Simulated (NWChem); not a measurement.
System: CH5BOSe; SMILES O(B[SeH])C

The following NWChem deck was run.

```
start job
memory heap 200 mb stack 900 mb global 1100 mb
geometry units angstroms noautoz
  B     -0.540189    -0.550591     0.000000
  H     -1.733408    -0.800978     0.000000
  O      0.402271    -1.521303     0.000000
  C      0.077079    -2.903215     0.000000
  H      0.516533    -3.381665    -0.899473
  H      0.516533    -3.381665     0.899473
  H     -1.021872    -3.067378     0.000000
  Se     0.098544     1.298518     0.000000
  H     -1.271925     1.861914     0.000000
end
basis spherical
  B library 3-21g
  H library 3-21g
  O library 3-21g
  C library 3-21g
  Se library 3-21g
end
dft
  xc b3lyp
  iterations 150
  mulliken
end
task dft energy
```

Excerpt of the output:

```
             Northwest Computational Chemistry Package (NWChem) 7.3.0
             --------------------------------------------------------

 CS  symmetry detected

                             Geometry "geometry" -> ""
                             -------------------------

 Output coordinates in angstroms (scale by  1.889725989 to convert to a.u.)

  No.       Tag          Charge          X              Y              Z
 ---- ---------------- ---------- -------------- -------------- --------------
    1 B                    5.0000    -0.56708474    -0.59932679     0.00000000
    2 H                    1.0000    -1.76188702    -0.84204625     0.00000000
    3 O                    8.0000     0.36912231    -1.57607087     0.00000000
    4 C                    6.0000     0.03506293    -2.95586612     0.00000000
    5 H                    1.0000     0.47143546    -3.43712825    -0.89947300
    6 H                    1.0000     0.47143546    -3.43712825     0.89947300
    7 H                    1.0000    -1.06491960    -3.11296872     0.00000000
    8 Se                  34.0000     0.08350932     1.24564240     0.00000000
    9 H                    1.0000    -1.28331352     1.81782739     0.00000000

 Effective nuclear repulsion energy (a.u.)     219.8979982739

      Symmetry information
      --------------------

 Group name             Cs
 Group number              2
 Group order               2
 No. of unique centers     8

                                 NWChem DFT Module
                                 -----------------

 Summary of "ao basis" -> "ao basis" (spherical)
 ------------------------------------------------------------------------------
       Tag                 Description            Shells   Functions and Types
 ---------------- ------------------------------  ------  ---------------------
 B                           3-21g                   5        9   3s2p
 H                           3-21g                   2        2   2s
 O                           3-21g                   5        9   3s2p
 C                           3-21g                   5        9   3s2p
 Se                          3-21g                  10       22   5s4p1d

      Symmetry analysis of basis
      --------------------------

        a'         45
        a"         14

            General Information
            -------------------
          SCF calculation type: DFT
          Wavefunction type:  closed shell.
          No. of atoms     :     9
          No. of electrons :    58
           Alpha electrons :    29
            Beta electrons :    29
          Charge           :     0
          Spin multiplicity:     1
          Use of symmetry is: on ; symmetry adaption is: on
          Maximum number of iterations: 150
          AO basis - number of functions:    59
                     number of shells:    35
          Convergence on energy requested:  1.00D-06
          Convergence on density requested:  1.00D-05
          Convergence on gradient requested:  5.00D-04

              XC Information
              --------------
                         B3LYP Method XC Potential
                     Hartree-Fock (Exact) Exchange  0.200
                        Slater Exchange Functional  0.800 local
                    Becke 1988 Exchange Functional  0.720 non-local
              Lee-Yang-Parr Correlation Functional  0.810
                  VWN I RPA Correlation Functional  0.190 local

             Grid Information
             ----------------
          Grid used for XC integration:  medium
          Radial quadrature: Mura-Knowles
          Angular quadrature: Lebedev.
          Tag              B.-S. Rad. Rad. Pts. Rad. Cut. Ang. Pts.
          ---              ---------- --------- --------- ---------
          B                   0.85       49           8.0       434
          H                   0.35       45          12.0       434
          O                   0.60       49          10.0       434
          C                   0.70       49          11.0       434
          Se                  1.15      112          11.0       590
          Grid pruning is: on
          Number of quadrature shells:   439
          Spatial weights used:  Erf1

      Superposition of Atomic Density Guess
      -------------------------------------

 Sum of atomic energies:       -2527.16738253

      Non-variational initial energy
      ------------------------------

 Total energy =   -2528.812541
 1-e energy   =   -3956.821525
 2-e energy   =    1208.110985
 HOMO         =      -0.289388
 LUMO         =       0.067261

      Symmetry analysis of molecular orbitals - initial
      -------------------------------------------------

  Numbering of irreducible representations:

     1 a'          2 a"

  Orbital symmetries:

     1 a'          2 a'          3 a'          4 a'          5 a"
     6 a'          7 a'          8 a'          9 a'         10 a'
    11 a'         12 a"         13 a'         14 a'         15 a'
    16 a"         17 a"         18 a'         19 a'         20 a'
    21 a'         22 a'         23 a"         24 a'         25 a'
    26 a'         27 a"         28 a'         29 a"         30 a"
    31 a'         32 a'         33 a'         34 a'         35 a'
    36 a"         37 a'         38 a'         39 a"

     ---------------------------------------------
      Total Density - Mulliken Population Analysis
     ---------------------------------------------

    Atom       Charge   Shell Charges
 -----------   ------   -------------------------------------------------------
    1 B    5     4.48   1.99  0.43  0.90  0.65  0.51
    2 H    1     1.02   0.43  0.60
    3 O    8     8.77   1.99  0.43  2.24  1.41  2.71
    4 C    6     6.20   1.99  0.39  1.39  1.05  1.38
    5 H    1     0.80   0.43  0.37
    6 H    1     0.80   0.43  0.37
    7 H    1     0.81   0.43  0.38
    8 Se  34    34.30   2.00  2.00  5.99  2.00  5.97  0.78  2.08  1.12  2.37  9.99
    9 H    1     0.82   0.33  0.49

   convergence    iter        energy       DeltaE   RMS-Dens  Diis-err
 ---------------- ----- ----------------- --------- --------- ---------
 d= 0,ls=0.0,diis     1  -2530.5889603540 -2.75D+03  2.08D-02  6.08D-01
 d= 0,ls=0.0,diis     2  -2530.5873782980  1.58D-03  1.19D-02  7.72D-01
 d= 0,ls=0.0,diis     3  -2530.6640426036 -7.67D-02  3.46D-03  8.82D-02
 d= 0,ls=0.0,diis     4  -2530.6705107498 -6.47D-03  1.64D-03  6.81D-03
 d= 0,ls=0.0,diis     5  -2530.6714743517 -9.64D-04  4.19D-04  4.11D-04
  Resetting Diis
 d= 0,ls=0.0,diis     6  -2530.6715427831 -6.84D-05  4.71D-05  3.54D-06
 d= 0,ls=0.0,diis     7  -2530.6715432281 -4.45D-07  3.32D-05  1.04D-06
 d= 0,ls=0.0,diis     8  -2530.6715431536  7.45D-08  1.79D-05  1.58D-06
 d= 0,ls=0.0,diis     9  -2530.6715433880 -2.34D-07  1.40D-06  1.84D-08

         Total DFT energy =    -2530.671543387954
      One electron energy =    -3959.982570832029
           Coulomb energy =     1316.438655296729
    Exchange-Corr. energy =     -107.025626126551
 Nuclear repulsion energy =      219.897998273897

 Numeric. integr. density =       57.999981804284

                  Occupations of the irreducible representations
                  ----------------------------------------------

                     irrep           alpha         beta
                     --------     --------     --------
                     a'               22.0         22.0
                     a"                7.0          7.0

                       DFT Final Molecular Orbital Analysis
                       ------------------------------------

 Vector   27  Occ=2.000000D+00  E=-3.349561D-01  Symmetry=a"
              MO Center=  1.9D-01, -1.8D+00,  2.1D-12, r^2= 2.4D+00
   Bfn.  Coefficient  Atom+Function         Bfn.  Coefficient  Atom+Function
  ----- ------------  ---------------      ----- ------------  ---------------
    20      0.415251  3 O  pz                16      0.378392  3 O  pz
    25     -0.211710  4 C  pz                 5      0.199356  1 B  pz
     9      0.189337  1 B  pz                31      0.180329  5 H  s
    33     -0.180329  6 H  s                 30      0.151781  5 H  s
    32     -0.151781  6 H  s                 29     -0.116265  4 C  pz

 Vector   28  Occ=2.000000D+00  E=-2.869287D-01  Symmetry=a'
              MO Center= -1.7D-01,  1.3D-01,  1.6D-13, r^2= 3.7D+00
   Bfn.  Coefficient  Atom+Function         Bfn.  Coefficient  Atom+Function
  ----- ------------  ---------------      ----- ------------  ---------------
    11      0.336219  2 H  s                 47      0.287800  8 Se py
    18      0.252264  3 O  px                51      0.249094  8 Se py
    46      0.241552  8 Se px                14      0.222872  3 O  px
    50      0.223096  8 Se px                49      0.207286  8 Se s
     3     -0.206227  1 B  px                43     -0.175777  8 Se py

 Vector   29  Occ=2.000000D+00  E=-2.382382D-01  Symmetry=a"
              MO Center=  9.1D-02,  8.5D-01, -1.8D-16, r^2= 2.6D+00
   Bfn.  Coefficient  Atom+Function         Bfn.  Coefficient  Atom+Function
  ----- ------------  ---------------      ----- ------------  ---------------
    52      0.560273  8 Se pz                48      0.471817  8 Se pz
    44     -0.301897  8 Se pz                20     -0.213846  3 O  pz
    16     -0.177031  3 O  pz                40      0.097284  8 Se pz
     5      0.072779  1 B  pz                31     -0.072012  5 H  s
    33      0.072012  6 H  s                  9      0.067219  1 B  pz

[...]
```

Level: B3LYP/3-21G. Geometry: optimised at PBE-D3(BJ)/def2-SVP. B3LYP is NWChem's, with the RPA form of VWN correlation.
